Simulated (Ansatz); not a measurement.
Ta(NH)F3 (TaNF₃H) was relaxed with r2SCAN-D4 (def2-SVP) in Ansatz in these states: charge +1 doublet, neutral singlet. The geometries follow in no particular order.

In the def2 sets Ta takes a core potential; there is no spin–orbit coupling.

A:

```
atom   x (Å)   y (Å)   z (Å)
 Ta1  -0.213  -0.462   0.153
  N2   0.455   1.222  -0.412
  H3   0.818   2.134  -0.718
  F4  -2.033  -0.409  -0.021
  F5   0.371  -0.738   1.866
  F6   0.602  -1.747  -0.867
```

B:

| atom | x (Å) | y (Å) | z (Å) |
| --- | --- | --- | --- |
| Ta1 | 0.0147 | 0.0612 | -0.4696 |
| N2 | -0.0399 | -0.1664 | 1.2771 |
| H3 | -0.0714 | -0.2975 | 2.2822 |
| F4 | 0.2662 | -1.6353 | -1.2532 |
| F5 | 1.4591 | 1.2138 | -0.8446 |
| F6 | -1.6287 | 0.8241 | -0.9918 |

Problem. Judge from the bond lengths which geometry belongs to which state (an estimate).

Solution. A is the charge +1 doublet (Ta1–N2 1.897 Å, Ta1–F4 1.829 Å, Ta1–F6 1.831 Å); B is the neutral singlet (Ta1–N2 1.762 Å, Ta1–F4 1.886 Å, Ta1–F6 1.886 Å).
